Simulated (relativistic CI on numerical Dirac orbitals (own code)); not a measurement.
# Br XV: q coefficients and field-shift factors

Method of calculation: Dirac-Coulomb-Breit CI, separate exchange-only KLI orbitals for each configuration, derivatives by finite differences, unscaled Slater integrals, QED left out (own radial code, finite nucleus).

Configurations in the expansion (outside the closed core [Ne]): 3s²3p⁶3d³, 3s²3p⁵3d⁴, 3s3p⁶3d⁴, 3p⁶3d⁵, 3s²3p⁶3d²4s, 3s²3p⁶3d²4p, 3s²3p⁶3d²4d, 3s²3p⁶3d²4f. Levels of other configurations are missing.

With x = (α/α₀)² − 1 an excitation energy changes as ω = ω₀ + qx; K = 2q/ω₀ is the relative enhancement. Terms are leading LS components, so labels can repeat. The field-shift factor is F = δν/δ⟨r²⟩ for the transition from the lowest level.

Lowest level 3s²3p⁶3d³ ⁴F3/2.

```
           Level  ω₀ (cm⁻¹)  q (cm⁻¹)  F (GHz/fm²)
 3s²3p⁶3d³ ⁴F5/2       4718      5556       0.0262
 3s²3p⁶3d³ ⁴F7/2      10238     11050       0.0528
 3s²3p⁶3d³ ⁴F9/2      16041     15740       0.0763
 3s²3p⁶3d³ ⁴P3/2      43664      2199        0.011
 3s²3p⁶3d³ ⁴P1/2      44216      5162       0.0195
 3s²3p⁶3d³ ²G7/2      49409      8564       0.0705
 3s²3p⁶3d³ ⁴P5/2      51653     13240        0.055
 3s²3p⁶3d³ ²G9/2      52543      8917       0.0833
 3s²3p⁶3d³ ²D3/2      61919      9309        0.057
 3s²3p⁶3d³ ²P1/2      65654     12280       0.0928
 3s²3p⁶3d³ ²H9/2      70009     17550        0.147
3s²3p⁶3d³ ²H11/2      70391     13690        0.142
 3s²3p⁶3d³ ²D5/2      73529     16230       0.0798
```

At this charge energies of transitions that change n are usually good to better than 1 %, and those within a shell (Δn = 0) to a few per cent. Terms inside the open d or f shell come out 10 to 20 % too wide with unscaled integrals.

**Question.** Which transition from the lowest level has the largest |K|?

**Answer.** 3s²3p⁶3d³ ⁴F5/2 at 4718 cm⁻¹, K = 2.36.
